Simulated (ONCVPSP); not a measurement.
## Before and after: ONCV potential for Ir (Z = 77)

```json
{
 "Element": "Ir (Z = 77)",
 "Generator": "ONCVPSP 4.0.1",
 "Type": "optimised norm-conserving Vanderbilt (ONCV)",
 "Functional": "PBE",
 "Relativity": "scalar-relativistic",
 "Frozen core": "[Kr] 4d10 4f14",
 "Valence charge": "17",
 "Reference configuration": "5s2 5p6 5d7.5 6s1.5",
 "Partial waves": "5s+6s: rc 1.60 bohr, ncon 4, nbas 8, qcut 7.8 1/bohr, 2 projectors; 5p: rc 1.55 bohr, ncon 3, nbas 7, qcut 8 1/bohr, 1 projector; 5d: rc 2.35 bohr, ncon 4, nbas 8, qcut 6.2 1/bohr, 2 projectors, debl 3.1 Ha",
 "Local potential": "polynomial inside 1.40 bohr (lpopt 4, dvloc0 3 Ha)",
 "Core correction": "Teter function, fcfact 5, rcfact 1.25"
}
```

Change: d: qcut 9.1.

Cutoffs: the cutoffs (Ha) at which the residual kinetic energy of the hardest occupied pseudo-wave falls to 1 and 0.1 mHa per electron; they do not see the model core or the augmentation charge, which bear on the density cutoff. Errors are all-electron minus pseudo energies relative to the spin-unpolarised reference configuration.

Predict the effect on cutoff, ghosts and configuration errors.

The potential gets neither clearly harder nor softer (22 Ha and 26 Ha → 22 Ha and 26 Ha); of the 4 tests that both files solve, the error grows in 1 and shrinks in 2 by more than 15 % and 0.3 meV (median size 3.5 → 4.9 meV); neither file shows a bound ghost.

```tsv
quantity	base	changed
cutoff, loose	22 Ha	22 Ha
cutoff, tight	26 Ha	26 Ha
loose cutoff by channel	s 22 Ha, p 21 Ha, d 14 Ha	s 22 Ha, p 21 Ha, d 16 Ha
bound ghosts	none	none
GHOST(+) flags under 300 eV	none	none
error for 5s2 5p6 5d7 6s2, meV [ΔE 0.29 eV]	+3.3	+1.6
error for 5s2 5p6 5d7 6s1, meV [ΔE 10.17 eV]	-1.3	-1.5
error for 5s2 5p6 5d7 6s0, meV [ΔE 27.63 eV]	-9.7	-8.2
error for 5s2 5p6 5d6 6s0, meV [ΔE 58.18 eV]	-3.7	-8.6
s: phases at 1.63 bohr within 0.05 rad from the reference energy up to (Ha; the scan ends near 5)	to the end of the scan	to the end of the scan
p: phases at 1.58 bohr within 0.05 rad from the reference energy up to (Ha; the scan ends near 5)	1.2	1.2
d: phases at 2.38 bohr within 0.05 rad from the reference energy up to (Ha; the scan ends near 5)	to the end of the scan	to the end of the scan
rms error of d²Exc/dni dnj with the model core, mHa	0.39	0.32
```
